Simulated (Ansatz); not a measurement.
Gas-phase electronic energies from Ansatz, PBE0-D4/def2-TZVP geometries. CCSD(T)/CBS is the MP2 limit (def2-TZVPP, def2-QZVPP) plus CCSD(T) − MP2 in def2-TZVPP, frozen cores. This one scheme is used for every species. DFT in def2-TZVPP. B3LYP here is the variant with VWN-RPA as its local correlation; programs differ in this. HSE06 is defined as in plane-wave codes. One conformer a species, not always the lowest.

Consider the ligand exchange at the Si–F bond: `N[Si](N)(N)F` + HCl → `N[Si](N)(N)Cl` + H–F.

`N[Si](N)(N)F`:

Cartesian coordinates in Å:
```
N -0.479 1.525 -0.287
Si -0.136 -0.034 0.294
N -0.795 -1.204 -0.746
N 1.540 -0.254 0.453
F -0.807 -0.202 1.745
H -1.355 1.990 -0.126
H 0.269 2.164 -0.489
H -1.275 -0.927 -1.583
H -1.031 -2.135 -0.449
H 2.060 0.044 1.260
H 2.011 -0.969 -0.072
```

HCl:

Cartesian coordinates in Å:
```
Cl -0.544 -0.293 0.165
H 0.544 0.293 -0.165
```

`N[Si](N)(N)Cl`:

Z-matrix (Å, degrees):
```
Si
N 1 1.701
N 1 1.700 2 110.3
N 1 1.701 2 110.0 3 121.4
Cl 1 2.089 2 108.7 3 -119.2
H 2 1.006 1 121.9 3 150.1
H 2 1.006 1 118.6 3 2.3
H 3 1.006 1 118.7 2 123.3
H 3 1.006 1 122.0 2 -88.0
H 4 1.006 1 121.8 2 152.1
H 4 1.006 1 118.5 2 4.5
```

H–F:

Cartesian coordinates in Å:
```
F -0.153 0.029 0.433
H 0.153 -0.029 -0.433
```

| level | ΔE (kJ/mol) |
| --- | --- |
| revPBE-D4 | 35.6 |
| PBE0-D4 | 41.2 |
| B3LYP-D4 | 50.4 |
| PBE-QIDH | 45.2 |
| revPBE | 43.9 |
| HSE06 | 44.7 |
| HF/def2-QZVPP | 66.7 |
| CCSD/CBS(def2) | 50.7 |

Problem. What does CCSD(T)/CBS give? (Best estimate.)

Solution. Computed: +47.5 kJ/mol. The listed levels differ from it by -11.9, -6.3, 2.9, -2.3, -3.6, -2.8, 19.2, 3.2 kJ/mol.

Largest T1 diagnostic among the species: 0.010.

At CCSD(T), def2-SVP lies +4.0 kJ/mol from the extrapolated value and def2-TZVPP +4.2 kJ/mol. Leaving LDA and LC-ωPBE aside and taking each functional with its dispersion term where it has one, the values, not all of them listed here, spread over 21.9 kJ/mol, from revPBE-D4 to CAM-B3LYP-D4.
